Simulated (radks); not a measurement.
Spherical quantum dot in the effective-mass picture: electrons in a parabolic well V = omega^2 r^2 / 2 with omega = 1.48, with a point charge +2 (a donor) at the centre, all in effective atomic units (hartree* = m*/eps^2 hartree, bohr* = eps/m* bohr), one dielectric constant everywhere. Method: non-relativistic Kohn-Sham, PBE, spin-polarised, spherical densities; computed with a radial shooting solver with Libxc functionals. Levels are named by radial order and angular momentum (1s, 1p, 1d, 2s, ...), and open shells are averaged over m. Results are scaled to m* = 0.054 and eps = 8.5, for which hartree* = 20.34 meV and bohr* = 8.33 nm.

N = 24, configuration 1s2 1p6 1d10 2s2 1f(up 4, down 0). This is the lowest configuration that the search found. Occupied and some empty levels:

level,occupation,eigenvalue (meV),<r> (nm)
1s up,1,272.13,7.103
1s down,1,272.21,7.017
1p up,3,300.97,13.23
1p down,3,301.87,13.07
2s up,1,308.39,13.70
2s down,1,309.54,13.66
1d up,5,319.21,15.72
1d down,5,320.53,15.62
1f up,4,337.94,17.44
2p up,0,339.03,15.14
1f down,0,339.47,17.40
2p down,0,339.99,15.22
1g up,0,357.80,18.85
1g down,0,359.40,18.85
2d up,0,362.65,17.05
2d down,0,363.56,17.10

Energy (meV): total 4599.01, kinetic 797.46, external 1080.6, Hartree 3010.1, exchange-correlation -289.19.
